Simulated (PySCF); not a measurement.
Species: C₃H₇GeN.
Numbering: `[CH:1]1=[CH:2][GeH2:3][NH:4][CH2:5]1` (hydrogens: H6 on C1; H7 on C2; H8, H9 on Ge3; H10 on N4; H11, H12 on C5)

Jobs on this species (12 atoms, 64 electrons) with PySCF (density fitting). Hardware of each: an Arm Neoverse V1 with one thread, shared host. Other jobs ran on the host; a repeat could differ by tens of per cent or more. Peak memory is the resident size of the whole Python process, interpreter and libraries included.

Question: Rank these jobs by wall time, shortest first.
A. delta-SCF UKS HF, pcX-2 on the ionised atom, pcseg-1 elsewhere, spin-free X2C; ΔSCF core ionisation, 4 holes; 149 basis functions
B. delta-SCF UKS B3LYP, pcX-2 on the ionised atom, pcseg-1 elsewhere, spin-free X2C; ΔSCF core ionisation, 4 holes; 149 basis functions
C. PBE0-D3(BJ)/def2-SVP, grid level 1; geometry optimisation from a GFN2-xTB start shaken at random; 123 basis functions

Answer: A (26 s), B (43 s), C (77 s).

All jobs:

```tsv
level and settings	work	basis functions	SCF cycles	wall time	peak memory
delta-SCF UKS PBE, pcX-2 on the ionised atom, pcseg-1 elsewhere, spin-free X2C	ΔSCF core ionisation, 4 holes	149	66	19 s	0.59 GiB
delta-SCF UKS HF, pcX-2 on the ionised atom, pcseg-1 elsewhere, spin-free X2C	ΔSCF core ionisation, 4 holes	149	70	26 s	0.59 GiB
delta-SCF UKS SCAN, pcX-1 on the ionised atom, pcseg-1 elsewhere, spin-free X2C	ΔSCF core ionisation, 4 holes	128	74	28 s	0.59 GiB
delta-SCF UKS SCAN, def2-TZVP on the ionised atom, pcseg-1 elsewhere, spin-free X2C	ΔSCF core ionisation, 4 holes	135	75	33 s	0.59 GiB
delta-SCF UKS SCAN, pcX-2 on the ionised atom, pcseg-1 elsewhere, non-relativistic	ΔSCF core ionisation, 4 holes	149	76	34 s	0.59 GiB
delta-SCF UKS SCAN, pcX-2 on the ionised atom, pcseg-1 elsewhere, spin-free X2C	ΔSCF core ionisation, 4 holes	149	75	35 s	0.53 GiB
delta-SCF UKS PBE0, pcX-2 on the ionised atom, pcseg-1 elsewhere, spin-free X2C	ΔSCF core ionisation, 4 holes	149	65	40 s	0.59 GiB
delta-SCF UKS B3LYP, pcX-2 on the ionised atom, pcseg-1 elsewhere, spin-free X2C	ΔSCF core ionisation, 4 holes	149	66	43 s	0.60 GiB
PBE0-D3(BJ)/def2-SVP, grid level 1	geometry optimisation from a GFN2-xTB start shaken at random	123	67	77 s	0.52 GiB
```

What do all jobs in the table cost together?

About 5.6 min; the longest takes about 23 % of that, and about 4.1 times as long as the shortest.
